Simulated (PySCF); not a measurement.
trans-(1R,2R)-1-ethenyl-2-methylcyclopropane (C6H10), SMILES [C@H]1([C@H](C)C1)C=C. The structure is a stationary point at PBE-D3(BJ)/def2-SVP. One conformer was computed; it need not be the lowest.

Task: Give the equilibrium geometry at PBE-D3(BJ)/def2-SVP (PySCF confirms it by a frequency run) as a Z-matrix. (Estimate from the structure and the level; the computed values follow.)

Result: One answer among several that fit: 
```
C
H 1 1.1041
C 1 1.4853 2 113.18
C 3 1.3465 1 127.03 2 -139.82
H 4 1.1007 3 121.25 1 -178.43
H 4 1.1021 5 116.91 3 179.53
H 3 1.1058 4 118.26 5 0.67
C 1 1.5117 2 115.72 3 -150.32
H 8 1.1009 1 118.06 2 6.90
H 8 1.1020 9 113.96 1 -144.30
C 8 1.5087 9 119.27 10 -144.79
H 11 1.1039 8 115.67 9 -4.12
C 11 1.5109 12 114.33 8 -147.41
H 13 1.1081 11 111.33 12 -175.30
H 13 1.1098 14 107.47 11 -122.25
H 13 1.1099 14 107.91 15 -115.86
```
